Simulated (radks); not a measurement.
Values are calculated unless marked as measured or tabulated.
Co0.5+, configuration [Ar] 3d5.5 4s2 4p1 (fractional occupations, a model configuration). Code: a radial shooting solver on a logarithmic mesh with Libxc functionals. Model: Dirac Kohn-Sham, LDA (Slater exchange, Perdew-Wang correlation), spin-unpolarised, spherical densities, finite nucleus; open shells are shared between the two j in proportion to 2j + 1; Fermi nuclear charge, rms radius 3.7875 fm. Some entries of the table are withheld. Estimate them.

orbital      occ.  eigenvalue (hartree)  <r^2> (bohr^2)  <r> (bohr)
1s1/2           2             -278.9769        0.004260     0.05628
2s1/2           2             -33.60553         0.07734      0.2559
2p1/2           2             -29.27485             (1)      0.2231
2p3/2           4             -28.73184             (2)      0.2262
3s1/2           2              -4.32587          0.6789      0.7671
3p1/2           2                   (3)          0.7469      0.7965
3p3/2           4                   (4)          0.7642      0.8057
3d3/2         2.2              -0.84568             (5)      0.9410
3d5/2         3.3              -0.83740             (6)      0.9453
4s1/2           2              -0.45486           6.920       2.456
4p1/2    0.333333              -0.23810           11.15       3.096
4p3/2    0.666667              -0.23377           11.40       3.131

Answer. 
(1) 2p1/2 <r^2> (bohr^2): 0.06125
(2) 2p3/2 <r^2> (bohr^2): 0.06285
(3) 3p1/2 eigenvalue (hartree): -3.02683
(4) 3p3/2 eigenvalue (hartree): -2.95601
(5) 3d3/2 <r^2> (bohr^2): 1.134
(6) 3d5/2 <r^2> (bohr^2): 1.145
